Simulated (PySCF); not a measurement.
A geometry optimisation on `BC(CCl)=C(F)F`.

Method: PBE0-D3(BJ)/def2-SVP geometry optimisation, gas phase (PySCF 2.14.0). Start geometry: GFN2-xTB. A driver script takes a list of jobs; this job's settings line and coordinates (Å) are shown.

Command:
```bash
OMP_NUM_THREADS=1 python probes_run.py task.json out
```

Input:
```
{"job": {"xc": "PBE0", "basis": "def2-SVP", "d3": "d3bj", "grid": 1, "shake": 0.01, "kind": "geom"}, "charge": 0, "multiplicity": 1}
B     -0.468450     1.251920     0.872050
C     -0.170330    -0.024640     0.087230
C      1.234200    -0.432960    -0.188830
Cl     1.966350     0.653580    -1.446930
C     -1.140900    -0.786340    -0.430020
F     -2.436670    -0.553030    -0.300550
F     -0.957980    -1.906330    -1.102900
H      0.403230     1.896390     1.324370
H     -1.598060     1.624220     1.006940
H      1.340310    -1.450750    -0.549200
H      1.866410    -0.297900     0.712180
```

Output:
```
step   0  E = -800.50915133  max force = 0.029158
step   1  E = -800.50986233  max force = 0.004789
step   2  E = -800.51071824  max force = 0.005001
step   3  E = -800.51121428  max force = 0.003676
step   4  E = -800.51138874  max force = 0.001230
step   5  E = -800.51140438  max force = 0.000895
step   6  E = -800.51141870  max force = 0.000243
optimisation converged
```

Energies in Eh; «max force» is the largest Cartesian gradient component in Eh/bohr.

Question: Give the first gradient maximum in eV/Å.

Answer: With 1 Eh/bohr = 51.422 eV/Å, 1.499 eV/Å.

Summary of the converged run: final energy -800.51142 Eh after 6 steps; dipole 1.85 D.

Question: Give the final coordinates.

Answer: 0.050 Å rms from the input after alignment:
```
atom  x, y, z in Å
B1    -0.5195    1.1199    1.0263
C2    -0.1482   -0.0415    0.0976
C3     1.2683   -0.3094   -0.3112
Cl4    1.8053    0.8601   -1.5682
C5    -1.1215   -0.8131   -0.4268
F6    -2.3923   -0.6850   -0.2015
F7    -0.9184   -1.8150   -1.2376
H8     0.3622    1.8037    1.4877
H9    -1.6685    1.3430    1.3147
H10    1.4134   -1.3119   -0.7330
H11    1.9484   -0.1778    0.5392
```

Question: How long does this job take on an Arm Neoverse V2 with one thread, shared host with 32 logical CPUs at a one-minute load of 24? And the peak memory of the process?

Answer: About 37 s, with 0.52 GiB resident at the peak, the Python interpreter and its libraries included.
Labels such as C1 count atoms from 1, the log's own numbers from 0.
